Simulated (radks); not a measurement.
The helium ion He+ inside a hard spherical wall (all orbitals vanish at R), configuration held at 1s1 and not refilled when levels cross. All-electron calculation, non-relativistic Kohn-Sham, r2SCAN, spin-polarised, spherical densities, point nucleus; open shells are filled with parallel spins first; meta-GGA in the generalised Kohn-Sham scheme. Program: a radial shooting solver on a logarithmic mesh with Libxc functionals. Eigenvalues in eV for spin up, with the zero of energy where the potential of the charges vanishes at infinity; a dash marks a level that is unbound or too diffuse for the functional's potential to be trusted. A positive occupied level is held by the wall or, in an anion where self-interaction has pushed it up, behind a barrier. The pressure on the wall is -dE/dV.

R (bohr),E (hartree),kinetic (hartree),e(1s),"e(2s, empty)","e(2p, empty)",pressure (GPa)
free,-2.00016,2.000,-43.213,-,-,0
20,-2.00016,2.000,-43.213,-,-,< 0.0001
12,-2.00016,2.000,-43.213,-,-,< 0.0001
10,-2.00016,2.000,-43.213,-,-,< 0.0001
3.5,-1.99948,2.007,-43.164,7.011,2.887,0.416
3,-1.99685,2.028,-43.010,14.377,6.623,2.69
1.5,-1.69259,3.087,-31.864,139.50,68.928,968
